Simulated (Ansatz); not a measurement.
Germane, GeH4. The species carries charge 0 and has multiplicity 1. The geometry is a stationary point of PBE0-D4/def2-TZVP.

```xyz
5

Ge    0.000    0.000    0.000
H    -0.410    0.930    1.149
H    -1.244   -0.395   -0.807
H     0.659   -1.261    0.573
H     0.994    0.726   -0.916
```

What is the dipole moment at ωB97M-V/def2-TZVPP? (Estimate.)

The calculation gave: 0.00 D, zero by symmetry or nearly so.

Give the Mulliken charges with ωB97M-V, B3LYP, PBE in def2-TZVPP. (An estimate is asked.)

Computed: 
```csv
atom,ωB97M-V,B3LYP,PBE
Ge1,-0.02,0.03,0.02
H2,0.01,-0.01,0.00
H3,0.01,-0.01,0.00
H4,0.01,-0.01,0.00
H5,0.01,-0.01,0.00
```

B3LYP here is the variant with VWN-RPA as its local correlation; programs differ in this.
